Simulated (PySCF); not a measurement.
## Zn⁺: excitation energy

Zn⁺ [Ar] 3d10 4s1 (2S) → Zn⁺ [Ar] 3d10 4d1 (2D), as a difference of total energies. Computed with PySCF 2.14 in aug-cc-pwCVDZ-PP with ECP10MDF, with a scalar-relativistic core potential. Correlated levels: valence: 3s2 3p6 frozen. The calculations carry no spin-orbit coupling.

```csv
method,excitation energy (cm⁻¹),error (cm⁻¹)
UHF,102730,+5785
MP2 (valence),109420,+12478
SCS-MP2 (valence),108340,+11401
CCSD (valence),108380,+11437
CCSD(T) (valence),108590,+11647
```

Reference: 96940 cm⁻¹ (measured; NIST levels, between the centres of gravity of the two terms).

Errors of the correlated levels include the incompleteness of this basis and the frozen core.

The promoted electron is Rydberg-like, and one or two diffuse shells describe it only roughly, which tends to raise the upper state.
